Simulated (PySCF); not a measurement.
Ionisation energy of Re²⁺ by level of theory

Re²⁺ [Xe] 4f14 5d5 (6S) → Re³⁺ [Xe] 4f14 5d4 (5D), as a difference of total energies. All numbers are calculated (PySCF 2.14, scalar relativity through the core potential, in def2-TZVPPD with the def2 core potential (60 electrons)). Correlated levels: valence: 5s2 5p6 frozen. The calculations carry no spin-orbit coupling.

```csv
method,ionisation energy (eV)
UHF,27.202
MP2 (valence),27.778
SCS-MP2 (valence),27.394
CCSD (valence),27.818
CCSD(T) (valence),27.830
```

Task: How much does correlation contribute at CCSD(T) (valence)?

Result: 27.830 − (27.202) = 0.628 eV, measured against UHF.

The reference lies between the lowest fine-structure levels, while these numbers refer to the centres of the terms.

Errors of the correlated levels include the incompleteness of this basis and the frozen core.

For comparison: 27 ± 1.6 eV (theoretical estimate listed by NIST; NIST Atomic Spectra Database, ionization energies).
